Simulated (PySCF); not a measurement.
Question: Write Cartesian coordinates for InChI=1S/C5H4FN/c6-5-1-3-7-4-2-5/h1-4H as optimised with PBE0-D3(BJ)/def2-SVP.

Answer: 
```xyz
11
C5H4FN angstrom
F     -0.313    2.162    0.154
C     -0.208    0.842    0.077
C     -1.353    0.060    0.007
C     -1.176   -1.321   -0.072
N      0.013   -1.918   -0.083
C      1.092   -1.143   -0.015
C      1.047    0.248    0.067
H     -2.342    0.519    0.015
H     -2.053   -1.975   -0.128
H      2.063   -1.651   -0.026
H      1.951    0.857    0.121
```

Any rigid rotation of these coordinates is as good. Atoms count from 1 in this order. N5 (pyridine-type nitrogen) is bent (angle 117.5°). The 6-membered ring C2–C3–C4–N5–C6–C7 has internal angles of 117.2° to 124.0° (sum 720°, against 720° for a flat polygon); it is planar, 0.00 Å rms from its mean plane, widest ring torsion 0°. The 7 heavy atoms lie in one plane (0.000 Å rms).

Bonds between heavy atoms (Å): F1–C2 1.326, C2–C3 1.388, C3–C4 1.394, C4–N5 1.330, N5–C6 1.330, C6–C7 1.394, C2–C7 1.389.

Theory: PBE0-D3(BJ)/def2-SVP geometry optimisation, gas phase in PySCF.

Point group: C2v (every atom within 0.08 Å of its image). Stationary, but not proved a minimum.

Time: 41 s of wall time; peak memory 0.62 GiB. Hardware: Arm Neoverse N1, one thread, no GPU, shared host with 64 logical CPUs at a one-minute load of 26. These figures are those of the optimisation.
